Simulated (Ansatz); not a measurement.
A nudged elastic band was laid between two geometries of CH$_{7}$N$_{3}$Si (12 atoms, charge 0, multiplicity 1).

Theory: RKS PBE-D4/STO-3G in Ansatz 0.2.0.

```json
{"movable images": "7", "climbing image": "yes", "spring": "5.0 eV/Å²", "optimiser": "quadratic models (default)", "start path": "IDPP", "force threshold": "0.05 eV/Å", "iteration limit": "60", "end points": "relaxed"}
```

First end point:

```xyz
12
Properties=species:S:1:pos:R:3
N -1.517 -0.707 0.541
C -0.194 -0.813 0.483
N 0.474 -2.008 0.982
Si 0.769 0.523 -0.463
N -0.687 1.495 -0.898
H -1.658 0.240 -0.033
H 1.330 -1.744 1.553
H -0.192 -2.503 1.646
H 1.455 0.054 -1.664
H 1.686 1.304 0.362
H -0.771 1.617 -1.945
H -0.616 2.485 -0.532
```

Last end point:

```xyz
12
Properties=species:S:1:pos:R:3
N -1.516 -0.704 0.546
C -0.189 -0.767 0.553
N 0.496 -1.766 1.365
Si 0.776 0.604 -0.336
N -0.688 1.480 -0.923
H -1.660 0.227 -0.053
H 1.284 -2.216 0.812
H -0.198 -2.538 1.587
H 1.595 0.140 -1.453
H 1.569 1.465 0.537
H -0.713 1.527 -1.979
H -0.678 2.494 -0.623
```

Question: Which bonds break or form, and what moves?

Answer: No bond is made or broken. The height of N3 over the plane of its neighbours goes from 0.41 to -0.41 Å. The two ends are copies of one structure, up to a mirror image or an exchange of like atoms. The height can change sign by an inversion or by a turn that exchanges like atoms.

Question: What energy profile does the band end with?

Answer: The forces met the threshold. The highest image is number 4 of 0 to 8, 13.5 kJ/mol above the ends, which have the same energy within 2 meV. A vibrational analysis at the climbing image gives one clearly imaginary mode, 526i cm⁻¹: a first-order saddle point. Limits of this set-up: minimal basis.

```
image  path coordinate (Å)  energy (kJ/mol)  height of N3 over the plane of its neighbours (Å)
    0                 0.00              0.0                                               0.41
    1                 0.18              0.2                                               0.40
    2                 0.37              2.1                                               0.35
    3                 0.55              8.8                                               0.19
    4                 0.73             13.5                                               0.00
    5                 0.92              8.8                                              -0.19
    6                 1.10              2.0                                              -0.35
    7                 1.29              0.2                                              -0.40
    8                 1.48              0.0                                              -0.41
```

Question: What is the geometry of the highest image?

Answer: 
```xyz
12
Properties=species:S:1:pos:R:3
N -1.573 -0.701 0.525
C -0.242 -0.783 0.522
N 0.415 -1.847 1.183
Si 0.750 0.556 -0.388
N -0.680 1.498 -0.949
H -1.707 0.226 -0.070
H 1.451 -1.944 1.203
H -0.144 -2.574 1.679
H 1.531 0.065 -1.520
H 1.599 1.372 0.477
H -0.696 1.575 -2.004
H -0.627 2.503 -0.624
```

Question: What are the harmonic wavenumbers there?

Answer: 526i, 55, 231, 237, 345, 351, 476, 520, 608, 625, 655, 747, 823, 911, 1059, 1072, 1109, 1137, 1296, 1564, 1641, 1711, 1790, 2552, 2602, 3026, 3478, 3627, 3658, 3845 cm⁻¹.

Run time: 2 min on 1 thread of Intel(R) Xeon(R) Processor @ 2.70GHz, with other jobs on the host, peak memory 0.11 GiB.
